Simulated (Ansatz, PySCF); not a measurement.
Process, species as SMILES: COC=C(F)F [1,1-difluoro-2-methoxyethene] + 3 C (CH4) + O (H2O) → C=C (C2H4) [ethene] + 2 CF (CH3F) [fluoromethane] + 2 CO (CH4O) [methanol]
Structures are relaxed separately at B3LYP-D3(BJ)/def2-TZVP in Ansatz (a quantum-chemistry and plane-wave program), one conformer each, not searched for the lowest. Frequencies are from Ansatz or PySCF.

Wanted: bond separation energy (enthalpy at 298 K, with B3LYP-D3(BJ) rigid-rotor harmonic-oscillator terms), in kcal/mol. Valence correlation only, unless marked. Spin-orbit coupling is left out. No relativistic terms. CBS marks a two-point X^-3 extrapolation of the correlation energy; Hartree-Fock from the larger set. [CCSD(T)-MP2]/basis is that difference in the basis named.

Level to compare with: RI-MP2/CBS(cc-pVTZ,cc-pVQZ)+[CCSD(T)-MP2]/cc-pVTZ (Ansatz), 24.5 kcal/mol. It is a level with limits of its own, and the differences hold the functionals' basis error too.

Rank these functionals by how close they come to RI-MP2/CBS(cc-pVTZ,cc-pVQZ)+[CCSD(T)-MP2]/cc-pVTZ, closest first: BLYP/def2-TZVPD (Ansatz); SVWN5/def2-TZVPD (Ansatz); r2SCANh/def2-TZVPD (Ansatz).

BLYP/def2-TZVPD (GGA, 24.0 kcal/mol, difference -0.5), r2SCANh/def2-TZVPD (hybrid meta-GGA, 29.4 kcal/mol, difference 4.9), SVWN5/def2-TZVPD (LDA, 36.3 kcal/mol, difference 11.8)
